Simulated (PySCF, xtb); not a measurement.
GeH5NTe, SMILES N[Te][GeH3].

GFN2-xTB (xtb) at its own geometry gives an orbital gap of 3.71 eV and a dipole moment of 2.05 D.

The structure is a stationary point at PBE-D3(BJ)/def2-SVP. This is a generated structure with no PubChem entry under its InChIKey; it may be hypothetical. The def2 effective core potentials stand for the cores of Te; spin–orbit coupling is left out. The values are those of a single conformer.

### Question
What does PBE/def2-TZVPD run with PySCF give? (An estimate is asked for; the answer gives what the named calculation found.)

### Answer
gap 2.83 eV (levels -5.25 and -2.41 eV), dipole 0.85 D.
